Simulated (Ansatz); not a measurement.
`N[SiH](Cl)BF` → `BF` + `N[Si]Cl` at 400 K and 1 bar (silylene formation by 1,1-elimination).

Program: Ansatz. Geometries: PBE0-D4/def2-TZVP. ΔE: electronic, gas phase. CCSD(T)/CBS adds triple-zeta CCSD(T) − MP2 to the extrapolated MP2 energy (def2 sets, frozen cores). This one scheme is used for every species. Each species was taken in one conformer, which may not be the lowest.

```
       species  CCSD(T)/CBS energy (Eh)  H − E (kJ/mol)  S (J/(mol·K))
`N[SiH](Cl)BF`               -930.67315           171.4          394.1
          `BF`               -125.82039            73.4          234.2
     `N[Si]Cl`               -804.81589            93.2          301.3
```

H − E and S are ideal-gas, rigid-rotor, harmonic terms from PBE0-D4/def2-TZVP, for one conformer and one mirror image of each species. 1 Eh = 2625.50 kJ/mol, R = 8.31446 J/(mol·K).

Q: By hand: ΔE, ΔH, ΔS and ΔG.

A: ΔE = (-125.82039) + (-804.81589) − (-930.67315) = 0.03687 Eh = 96.8 kJ/mol. Δ(H − E) = 73.4 + 93.2 − 171.4 = -4.8, so ΔH = 92.0 kJ/mol. ΔS = 234.2 + 301.3 − 394.1 = 141.4 J/(mol·K). ΔG = 92.0 − 400 × (141.4)/1000 = 35.4 kJ/mol.

Q: By hand: the equilibrium constant, and the temperature at which ΔG would vanish if ΔH and ΔS stayed fixed.

A: log₁₀ K = −ΔG/(RT ln 10) = -4.6. ΔG = 0 at ΔH/ΔS = 651 K.

The number of gas molecules changes by +1, which sets the sign of ΔS. A doubt of 5 kJ/mol in ΔE shifts log₁₀ K by 0.7 here. Other conformers and mirror images would add mixing entropy, several J/(mol·K) or more a flexible species. Modes under 60 cm⁻¹, often nearly free rotors, make the harmonic entropy too high. These are equilibria of isolated gas molecules and say nothing of rates. Largest T1 diagnostic: 0.013 (customary marks: 0.02 for closed shells, 0.045 for open ones).
